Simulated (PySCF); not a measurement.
**Field gradients at the hydrogen positions**

Compound: C6H6OS.
Geometry (PBE0-D3(BJ)/def2-TZVP, Å), atoms numbered from 1 in this order:
```xyz
14
C6H6OS angstrom
C     -2.3278   -0.7470   -0.3569
C     -1.3040    0.3055   -0.6856
O     -1.5603    1.2439   -1.4068
C      0.0395    0.1666   -0.0983
C      1.0908    1.0296   -0.2848
C      2.2530    0.6358    0.4038
C      2.0720   -0.5250    1.1069
S      0.4962   -1.1316    0.9317
H     -1.9793   -1.7332   -0.6752
H     -2.4946   -0.7946    0.7227
H     -3.2620   -0.5091   -0.8611
H      0.9965    1.9107   -0.9049
H      3.1875    1.1801    0.3858
H      2.7908   -1.0494    1.7186
```

Level: PBE0/pcSseg-2 (PySCF, non-relativistic); Q(2H) = 0.00286 b; rigid geometry, the same for H and D, with no vibrational averaging.

Question: Rank these positions by the coupling χzz of a deuteron there, largest first.
A. H9 (methyl hydrogen)
B. H12 (aromatic hydrogen)
C. H14 (aromatic hydrogen)

Answer: C (203 kHz), B (199 kHz), A (190 kHz).

Q: What are Vzz, η and χzz (234.96 MHz × Q × Vzz) at all hydrogens?

A: 
| atom | bonded to | bond length (Å) | Vzz (au) | η | χzz (kHz) |
| --- | --- | --- | --- | --- | --- |
| H9 | C1 | 1.093 | 0.2830 | 0.03 | 190 |
| H10 | C1 | 1.093 | 0.2830 | 0.03 | 190 |
| H11 | C1 | 1.088 | 0.2876 | 0.02 | 193 |
| H12 | C5 | 1.082 | 0.2961 | 0.04 | 199 |
| H13 | C6 | 1.082 | 0.2999 | 0.06 | 202 |
| H14 | C7 | 1.080 | 0.3025 | 0.08 | 203 |

Q: A static deuteron (I = 1) shows a doublet split by (3/2)χ, (3/4)χ(1 + η) and (3/4)χ(1 − η) with the field along z, y and x of the gradient. What are these for H10?

A: With |χ| = 190.2 kHz and η = 0.028: 285, 147 and 139 kHz, to first order and without motion.

One conformer (not necessarily the lowest) at the PBE0-D3(BJ)/def2-TZVP geometry, without solvent, vibrations or thermal averaging.
